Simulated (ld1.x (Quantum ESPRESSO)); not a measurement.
# Ge, TM: configuration errors across variants

Ge, norm-conserving Troullier–Martins (Kleinman–Bylander form), made with ld1.x (Quantum ESPRESSO) 7.5 (PBE, scalar-relativistic). Core [Ar], reference 3d10 4s1.75 4p2.25. Waves: 4s (bound): rc 1.70 bohr; 4p (bound): rc 1.95 bohr; 4f channel at -0.2 Ry: rc 1.85 bohr; 3d (bound): rc 1.25 bohr. Local part: the d channel. Core correction: none.

All-electron excitation energies from the reference (eV): (1) 3d10 4s2 4p2 -1.968; (2) 3d10 4s2 4p1 5.476; (3) 3d10 4s2 4p0 20.915; (4) 3d10 4s2 4p2.3 -2.851; (5) 3d10 4s1 4p3 6.005; (6) 3d10 4s2 4p1.5 0.834; (7) 3d9 4s2 4p3 27.659.

Tests that are not counted but printed errors over 1 eV. “wave 3d (bound): rc 1.25 bohr becomes 3d (bound): rc 1.50 bohr”: 3d9 4s2 4p3 (solver errors, printed error -38.5 eV).

2 further variants failed, have other tests or too few solved ones, and are left out.

A true bound ghost makes a file unfit for plane-wave use even where its test errors are small: the radial tests pick states by their node count and pass the ghost by. Where a test does run into it, the solver fails or the error is huge.

Errors AE − PS in meV (a dash: test not solved or not reliable):

```tsv
change	(1)	(2)	(3)	(4)	(5)	(6)	(7)	bound ghosts
base	+0.3	-0.5	+2.9	+0.5	+0.3	-0.2	-405	s, p
wave 4f channel at -0.2 Ry: rc 1.85 bohr becomes 4f channel at 0.46 Ry: rc 1.85 bohr	+0.3	-0.5	+2.9	+0.5	+0.3	-0.2	-405	s, p
wave 4f channel at -0.2 Ry: rc 1.85 bohr becomes 4f channel at -0.2 Ry: rc 1.76 bohr	+0.3	-0.5	+2.9	+0.5	+0.3	-0.2	-405	s, p
local potential all-electron potential smoothed inside 1.75 bohr (lloc = -2)	+0.3	-0.3	+2.4	+0.6	+0.5	-0.2	-472	none
type PAW; waves now 4s (bound): rcut 1.50, rcutus 1.70 bohr; 4s channel at -0.45 Ry: rcut 1.50, rcutus 1.70 bohr; 4p (bound): rcut 1.70, rcutus 1.95 bohr; 4p channel at 0.1 Ry: rcut 1.70, rcutus 1.95 bohr; 3d (bound): rcut 1.10, rcutus 1.25 bohr; 3d channel at -0.45 Ry: rcut 1.10, rcutus 1.25 bohr; 4f channel at -0.2 Ry: rcut 1.60, rcutus 1.85 bohr; local potential all-electron potential smoothed inside 1.80 bohr (lloc = -2); core correction a·sin(br)/r model core, default radius (ld1.x builds one for every PAW set, though the input has nlcc=.false.); augmentation BESSEL, radius 0.80 bohr	+0.1	-0.1	-0.6	+0.1	-0.7	0.0	-248	none
wave 3d (bound): rc 1.25 bohr becomes 3d (bound): rc 1.50 bohr	+0.2	-1.3	+1.3	+0.2	-0.8	-0.3	–	s, p
```

Task: Give the same row for: wave 4p (bound): rc 1.95 bohr becomes 4p (bound): rc 2.56 bohr.

Result: +0.6, -0.5, -3.6, +0.7, +2.8, +0.1, -367; bound ghosts: s, p.
